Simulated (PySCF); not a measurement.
Structure from 2D NMR

Compound of formula C$_{6}$H$_{11}$AlO$_{3}$. Correlations simulated from computed shifts and the bond graph:

HSQC (one-bond C–H):
| δH | δC |
| --- | --- |
| 8.04 | 173.7 |
| 3.29 | 82.3 |
| 1.19 | 22.3 |

COSY cross peaks (H two or three bonds apart, from the bond graph; peaks can be absent where the dihedral angle is near 90°):
| δH | δH |
| --- | --- |
| 3.29 | 1.19 |

HMBC (two and three bonds, from the bond graph):
| δH | δC |
| --- | --- |
| 8.04 | 173.7, 136.8 |
| 4.55 | 173.7 |
| 3.29 | 136.8, 22.3 |
| 1.19 | 82.3, 22.3 |

Carbons without hydrogens: δ 136.8.

All values are calculated (PySCF 2.14): σ from GIAO-KT2/pcSseg-1, structure optimised with PBE0-D3(BJ)/def2-SVP. Non-relativistic, no solvent model, fast rotation and ring inversion assumed for equivalent nuclei, one computed conformer.

Referencing at the same level of theory: TMS for 1H, 13C.

Exchangeable hydrogens are left out of these lists.

Assemble the structure.

## Answers

`CC(C)OC1=C[O][AlH2-][O+]=C1`.

Atoms are numbered as in `[CH3:1][CH:2]([CH3:3])[O:4][C:5]1=[CH:6][O:7][AlH2-:8][O+:9]=[CH:10]1` (H(Xn): hydrogen on atom n).

1. δC 173.7 is C6/C10, an alkene carbon bearing oxygen (δH 8.04).
2. δC 136.8 is C5, an alkene carbon bearing oxygen.
3. δC 82.3 is C2, an sp3 CH bonded to O (δH 3.29).
4. δC 22.3 is C1/C3, a methyl carbon (δH 1.19).
5. HMBC from δH 8.04 reaches the proton-free carbon C5.
6. HMBC from δH 3.29 reaches the proton-free carbon C5.
7. COSY links 3.29–1.19.

The shifts were computed for this structure.

Hydrides on Al or Ga are broadened by the quadrupolar metal nucleus. Shifts are as computed. Against solution values, carbons near 30 ppm lie about +2 ppm off and those near 130 ppm about -5 ppm. Of 1313 compounds with measured shifts, 239 miss one by over three times the rms of a fit or turn the order of signals round; such compounds aren't used in these exercises.
